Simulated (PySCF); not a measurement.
Several orderings of computed values.

All species are isolated and taken at one optimised geometry, non-relativistic unless stated. Electronic properties by PySCF.

Dipoles, sizes and rotational constants follow the conformer. The torsions of the flexible species, by atom-mapped SMILES:
- `[H]/[C:1]=[CH:2]/[C:3]([CH3:4])([CH3:5])[NH:6][CH:7]=[O:8]`: C1–C2–C3–C4 119°, C2–C3–N6–C7 -179°, C3–N6–C7–O8 0°
- `[CH2:1]=[CH:2][CH2:3][C:4]1[CH:5]=[CH:6][CH2:7][O:8]1`: C1–C2–C3–C4 -114°, C2–C3–C4–C5 84°
- `[CH3:1][C:2]([CH3:3])=[CH:4][CH2:5][N:6][CH:7]=[O:8]`: C2–C4–C5–N6 -150°, C4–C5–N6–C7 167°, C5–N6–C7–O8 180°
- `[CH3:1][C:2]1[CH:3]=[CH:4][CH:5]=[C:6]([OH:7])[CH2:8]1`: H–O7–C6–C5 180°
- `[CH3:1][N:2]([CH3:3])[Si:4]([NH2:5])[F:6]`: C1–N2–Si4–N5 -49°, H–N5–Si4–N2 99°, H–N5–Si4–N2 -123°
- `[CH2:1]=[C:2]1[CH:3][C@H:4]([CH2:5][OH:6])[C:7]1=[CH2:8]`: C3–C4–C5–O6 73°, H–O6–C5–C4 -59°
- `[CH3:1][C@:2]12[CH2:3][C@H:4]([CH2:5]1)[C:6]2[CH:7]=[O:8]`: C4–C6–C7–O8 -1°
- `[CH:1]=[C:2]=[CH:3][C:4](=[O:5])[CH2:6][CH2:7][CH3:8]`: C2–C3–C4–O5 180°, C3–C4–C6–C7 180°, C4–C6–C7–C8 180°

Question: Rank by smallest rotational constant, highest first (GFN2-xTB).
A. `C[C]1C=CC=C(O)C1` [radical]
B. `C=CC[C]1C=CCO1` [radical]
C. `F[C@]12C[C@@H]3[C@H](C1)[C@@H]32`
D. `CC(C)=CC[N]C=O` [radical]
E. `[H]/[C]=C/C(C)(C)NC=O` [radical]

Answer: C (2.590 GHz), E (1.378 GHz), A (1.191 GHz), B (1.131 GHz), D (0.693 GHz).

Question: Rank by isotropic g value, highest first (unrestricted B3LYP/pcH-1, mean-field spin–orbit at GFN2-xTB geometries).
A. `C=CC[C]1C=CCO1` [radical]
B. `O=C(C=C=[CH])CCC` [radical]
C. `CN(C)[Si](N)F` [radical]
D. `C(O)[C@@H]1C(C([CH]1)=C)=C` [radical]
E. `C[C]1C=CC=C(O)C1` [radical]
F. `[H]/[C]=C/C(C)(C)NC=O` [radical]
G. `C[C@]12C[C@H](C1)[C]2C=O` [radical]

Answer: G (2.00530), B (2.00402), A (2.00314), E (2.00286), D (2.00263), F (2.00240), C (2.00189).
